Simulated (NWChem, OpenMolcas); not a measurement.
A ladder of methods for SiNHF3 (SMILES [NH][Si](F)(F)F)

SiNHF3: 6 atoms, total charge 0, spin state doublet. As SMILES, `[NH][Si](F)(F)F`. The coordinates come from a PBE0-D4/def2-TZVP relaxation.

```xyz
6

N    -0.9745    0.6046    0.7139
Si    0.1936   -0.0896   -0.3461
F    -0.0871    0.3876   -1.8126
F     0.1231   -1.6614   -0.3302
F     1.6523    0.3596    0.0356
H    -0.8653    0.3354    1.6932
```

Each level gives the energy change with the Si2–F3 bond stretched from 1.568 to 2.821 Å (eV). The values are calculated.

```csv
level,kind,program,value (eV),less CCSD(T)/6-31G*,CPU time (all runs)
USVWN5/6-31G* (spherical functions),LDA,NWChem,5.45,-0.28,2.5 min
U-revPBE/6-31G* (spherical functions),GGA,OpenMolcas,4.92,-0.81,67 s
U-r2SCAN/6-31G* (spherical functions),meta-GGA,OpenMolcas,5.64,-0.09,85 s
UTPSS/6-31G* (spherical functions),meta-GGA,OpenMolcas,5.27,-0.46,2.1 min
UBHLYP/6-31G* (spherical functions),global hybrid,OpenMolcas,5.92,+0.19,74 s
UPBE0/6-31G* (spherical functions),global hybrid,NWChem,5.70,-0.03,3.7 min
UMP2/6-31G* (spherical functions),perturbation theory,NWChem,6.70,+0.97,99 s
ROCCSD(T)/6-31G* (spherical functions),coupled cluster or CI,OpenMolcas,5.73,0.00,2 min
```

ROCCSD(T)/6-31G* (spherical functions) is the highest level here, not the true value. At this stretch a single reference begins to fail. The first shape isn't each level's own minimum. The values span 4.92 to 6.70 eV. Spin contamination of the reference (⟨S²⟩ at least 0.1 too high) touches UBHLYP/6-31G*, UPBE0/6-31G*, UMP2/6-31G*. CPU times are rough (shared hosts, several kinds of processor and program).
